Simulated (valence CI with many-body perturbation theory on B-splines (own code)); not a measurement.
# Sensitivity of CI+MBPT for Au⁶⁵⁺

Calculated by configuration interaction combined with many-body perturbation theory (CI+MBPT): four valence electrons over a frozen Dirac-Fock core [Ne], a basis of 6 s, 6 p, 5 d, 3 f, 1 g functions for each j, with the one-electron correlation potential Σ1 (screened to all orders), the two-electron term Σ2, the three-electron term Σ3, Breit, model QED; selected single and double excitations, second order for the rest, scaled by the run's own slope (own B-spline code, finite nucleus).

The last digits are not significant, and no measured levels were compared; by estimate large intervals hold to a few tenths of a per cent, small ones and those within an open d or f shell to about a per cent.

The reference run has the lowest level (3s^2 3p1/2^2) J=0 and an ionisation energy of 7758.40 eV. Its largest variational space holds 10000 state functions.

Levels are named by their leading jj configuration (3d3/2^4 stands for four electrons in 3d with j = 3/2), which in mixed levels can hold well under half, so a name can repeat and another be missing.

Changed runs:
A. core polarisation of operators on → off
B. Breit term on → off
C. orbitals per symmetry with explicit Σ2 and valence Breit (the others get mean screening factors) 5 → 7
D. scale of Σ1 1 → 0 (bad on purpose)

Excitation energies of the reference run in cm⁻¹, and shifts in cm⁻¹:

```
                 Level  Reference  A       B        C      D
(3s^2 3p1/2 3p3/2) J=1    3868550  0  +47722     +7.4  -1805
(3s^2 3p1/2 3p3/2) J=2    3949200  0  +52801      +13  -1804
(3s 3p1/2^2 3p3/2) J=2    5385560  0  +10612      +13   +529
(3s 3p1/2^2 3p3/2) J=1    5620610  0  +14769     +5.0   +512
(3s^2 3p1/2 3d3/2) J=2    5797630  0  +60469      +16   +390
(3s^2 3p1/2 3d3/2) J=1    6193600  0  +47240     +8.8   +414
(3s^2 3p1/2 3d5/2) J=2    6859620  0  +76917      +10  -1110
(3s^2 3p1/2 3d5/2) J=3    6872420  0  +85649      +14  -1142
(3s 3p1/2^2 3d3/2) J=1    7352640  0  +12290     +6.1  +2742
(3s 3p1/2^2 3d3/2) J=2    7417990  0  +16075     +9.4  +2728
    (3s^2 3p3/2^2) J=2    7881480  0  +96441     +8.3  -3585
    (3s^2 3p3/2^2) J=0    8059410  0  +90890      -10  -3596
Ionisation energy (eV)    7758.40  0  +12.94  +0.0027  -1.21
```

No effect on these energies: A.
